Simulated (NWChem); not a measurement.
System: C3H3Cl; SMILES ClC=C=C

NWChem input:

```
start job
memory heap 200 mb stack 900 mb global 1100 mb
geometry units angstroms noautosym nocenter noautoz
  C      0.367344     2.310989     0.000000
  C     -0.162755     1.116334     0.000000
  C     -0.711296    -0.070776     0.000000
  Cl     0.205293    -1.544373     0.000000
  H      0.598269     2.831072    -0.936595
  H      0.598269     2.831072     0.936595
  H     -1.794637    -0.220294     0.000000
end
basis spherical
  * library def2-svp
end
dft
  xc pbe0
  iterations 150
end
cosmo
  do_cosmo_smd true
  solvent hexane
end
task dft energy
```

NWChem printed, in part:

```
             Northwest Computational Chemistry Package (NWChem) 7.3.0
             --------------------------------------------------------

                             Geometry "geometry" -> ""
                             -------------------------

 Output coordinates in angstroms (scale by  1.889725989 to convert to a.u.)

  No.       Tag          Charge          X              Y              Z
 ---- ---------------- ---------- -------------- -------------- --------------
    1 C                    6.0000     0.36734400     2.31098900     0.00000000
    2 C                    6.0000    -0.16275500     1.11633400     0.00000000
    3 C                    6.0000    -0.71129600    -0.07077600     0.00000000
    4 Cl                  17.0000     0.20529300    -1.54437300     0.00000000
    5 H                    1.0000     0.59826900     2.83107200    -0.93659500
    6 H                    1.0000     0.59826900     2.83107200     0.93659500
    7 H                    1.0000    -1.79463700    -0.22029400     0.00000000

 Effective nuclear repulsion energy (a.u.)     126.0180037362

                                 NWChem DFT Module
                                 -----------------

 Summary of "ao basis" -> "ao basis" (spherical)
 ------------------------------------------------------------------------------
       Tag                 Description            Shells   Functions and Types
 ---------------- ------------------------------  ------  ---------------------
 C                          def2-svp                 6       14   3s2p1d
 Cl                         def2-svp                 8       18   4s3p1d
 H                          def2-svp                 3        5   2s1p

 in cosmo_initialize ...
 calling solv_data for solv:hexane

 solvent parameters
 solvname_short: hexane
 solvname_long:  n-hexane
 dielec:        1.8819
 dielecinf:     1.8903
 nonaqueous SMD model solvent descriptors
 dielec:        1.8819
 sola:          0.0000
 solb:          0.0000
 solc:          0.0000
 solg:         25.7500
 solh:          0.0000
 soln:          1.3749

          ---------------
          -cosmo- solvent
          ---------------
 Cosmo: York-Karplus, doi: 10.1021/jp992097l
 dielectric constant -eps-     =   1.88
 screen = (eps-1)/(eps    )    =   0.46862
 surface charge correction     = lagrangian

   van der Waals surface
 --------------------------

 ---------- ATOMIC COORDINATES (A.U.) ------------ VDWR(ANG.) --
     1    0.69417950    4.36713597    0.00000000     1.850
     2   -0.30756235    2.10956537    0.00000000     1.850
     3   -1.34415454   -0.13374725    0.00000000     1.850
     4    0.38794752   -2.91844179    0.00000000     2.380
     5    1.13056448    5.34995033   -1.76990791     1.200
     6    1.13056448    5.34995033    1.76990791     1.200
     7   -3.39137218   -0.41629530    0.00000000     1.200
 number of segments per atom =        128
 number of   points per atom =        128
 atom (   nspa,  nppa )
 ----------------------
    1 (     68,     0 )       0
    2 (     50,     0 )       0
    3 (     38,     0 )       0
    4 (    102,     0 )       0
    5 (     56,     0 )       0
    6 (     56,     0 )       0
    7 (     52,     0 )       0
 number of -cosmo- surface points =      422
 molecular surface =    115.770 angstrom**2
 molecular volume  =     98.563 angstrom**3
 -lineq- algorithm             =   0
 -bem- low  level              =   3
 -bem- from -octahedral-
 gaussian surface charge width =   4.50000
 degree of switching           =   1.00000
 switching function tolerance  =   0.00010
 atomic radii =
 --------------
    1  6.000  1.850
    2  6.000  1.850
    3  6.000  1.850
    4 17.000  2.380
    5  1.000  1.200
    6  1.000  1.200
    7  1.000  1.200
 ...... end of -cosmo- initialization ......

 nat:                     7
 ixmem:                  2814
 calling mnsol_interface()
 G(SMD-CDS) energy (kcal/mol)  =    -1.603
 SMD-CDS SASA (angstrom**2)    =   125.156

[...]

                                COSMO-SMD solvation results
                                ---------------------------

             internal energy in gas <Psi(g)|H|Psi(g)> =      -575.725358578747
         internal energy in solvent <Psi(s)|H|Psi(s)> =      -575.725208960498
                               delta internal energy  =         0.000149618249 (    0.09 kcal/mol)
   total free energy in solvent <Psi(s)|H+V/2|Psi(s)> =      -575.727518114081
 polarization energy contribution <Psi(s)|V/2|Psi(s)> =        -0.002309153583 (   -1.45 kcal/mol)
    total free energy in solvent including G(SMD-CDS) =      -575.730073086939
                       G(SMD-CDS) energy contribution =        -0.002554972858 (   -1.60 kcal/mol)
     1 M fixed-concentration free energy of solvation =        -0.004714508191 (   -2.96 kcal/mol)

                       DFT Final Molecular Orbital Analysis
                       ------------------------------------

 Vector   17  Occ=2.000000D+00  E=-3.247890D-01
              MO Center=  7.4D-02, -1.4D+00, -2.9D-11, r^2= 1.6D+00
   Bfn.  Coefficient  Atom+Function         Bfn.  Coefficient  Atom+Function
  ----- ------------  ---------------      ----- ------------  ---------------
    53      0.554055  4 Cl px                50      0.414590  4 Cl px
    54      0.311634  4 Cl py                47      0.239298  4 Cl px
    51      0.217073  4 Cl py                71      0.160091  7 H  s
    48      0.126309  4 Cl py                32     -0.121005  3 C  px
    16     -0.092356  2 C  s                 19      0.079438  2 C  py

 Vector   18  Occ=2.000000D+00  E=-3.021470D-01
              MO Center=  7.1D-02,  1.5D+00,  6.7D-11, r^2= 2.3D+00
   Bfn.  Coefficient  Atom+Function         Bfn.  Coefficient  Atom+Function
  ----- ------------  ---------------      ----- ------------  ---------------
     4      0.380476  1 C  px                18      0.351840  2 C  px
     7      0.248392  1 C  px                21      0.202798  2 C  px
    54     -0.187825  4 Cl py                 5     -0.168851  1 C  py
    19     -0.156818  2 C  py                51     -0.145942  4 Cl py
    22     -0.140694  2 C  py                 8     -0.121715  1 C  py

 Vector   19  Occ=2.000000D+00  E=-2.669704D-01
              MO Center= -1.3D-01,  2.8D-02, -2.3D-10, r^2= 3.1D+00
   Bfn.  Coefficient  Atom+Function         Bfn.  Coefficient  Atom+Function
  ----- ------------  ---------------      ----- ------------  ---------------
    55      0.437358  4 Cl pz                20     -0.348964  2 C  pz
    34     -0.341124  3 C  pz                52      0.295160  4 Cl pz
    23     -0.239393  2 C  pz                37     -0.219028  3 C  pz
    49      0.170401  4 Cl pz                61     -0.130462  5 H  s
    66      0.130462  6 H  s                  6      0.096817  1 C  pz

 Vector   20  Occ=0.000000D+00  E=-2.027954D-02
              MO Center=  2.7D-03,  1.1D+00, -5.5D-10, r^2= 3.5D+00
   Bfn.  Coefficient  Atom+Function         Bfn.  Coefficient  Atom+Function
  ----- ------------  ---------------      ----- ------------  ---------------
     7      0.513624  1 C  px                54      0.405508  4 Cl py
     4      0.358682  1 C  px                18     -0.355847  2 C  px
    21     -0.344193  2 C  px                22      0.274475  2 C  py
    36      0.253246  3 C  py                46      0.249825  4 Cl s
    72     -0.208142  7 H  s                 53     -0.193946  4 Cl px

 Vector   21  Occ=0.000000D+00  E= 5.624181D-03
              MO Center= -2.4D-01,  8.0D-01,  5.5D-10, r^2= 3.2D+00
   Bfn.  Coefficient  Atom+Function         Bfn.  Coefficient  Atom+Function
  ----- ------------  ---------------      ----- ------------  ---------------
    37     -0.598476  3 C  pz                23      0.572586  2 C  pz
    20      0.440225  2 C  pz                34     -0.415803  3 C  pz
    62      0.388800  5 H  s                 67     -0.388800  6 H  s
    55      0.228710  4 Cl pz                61      0.169958  5 H  s
    66     -0.169958  6 H  s                  9      0.147734  1 C  pz

 Vector   22  Occ=0.000000D+00  E= 8.326465D-02
              MO Center= -1.0D+00, -1.2D-01, -2.2D-09, r^2= 4.7D+00
   Bfn.  Coefficient  Atom+Function         Bfn.  Coefficient  Atom+Function
  ----- ------------  ---------------      ----- ------------  ---------------
    31      1.589630  3 C  s                 72     -1.435137  7 H  s
     3      0.822386  1 C  s                 17     -0.665143  2 C  s
    46     -0.453186  4 Cl s                 54     -0.447263  4 Cl py
    30      0.442164  3 C  s                 62     -0.412665  5 H  s
    67     -0.412665  6 H  s                 53      0.356588  4 Cl px

     Multipole analysis of the density
     ---------------------------------

     L   x y z        total         alpha         beta         nuclear
     -   - - -        -----         -----         ----         -------
     0   0 0 0     -0.000000    -19.000000    -19.000000     38.000000

     1   1 0 0     -0.215394      0.032483      0.032483     -0.280360
     1   0 1 0      0.687541      0.979861      0.979861     -1.272181
     1   0 0 1      0.000000      0.000000      0.000000      0.000000

     2   2 0 0    -21.499065    -26.207383    -26.207383     30.915700
     2   1 1 0      1.367673     -4.134405     -4.134405      9.636484
     2   1 0 1     -0.000000     -0.000000     -0.000000      0.000000
     2   0 2 0    -19.924152   -181.687860   -181.687860    343.451567
     2   0 1 1     -0.000000     -0.000000     -0.000000      0.000000
     2   0 0 2    -22.561818    -14.413483    -14.413483      6.265148
```

Level: PBE0/def2-SVP, SMD on the gas-phase geometry. All runs use the structure optimised with PBE0/def2-SVP. Solvent: n-hexane.
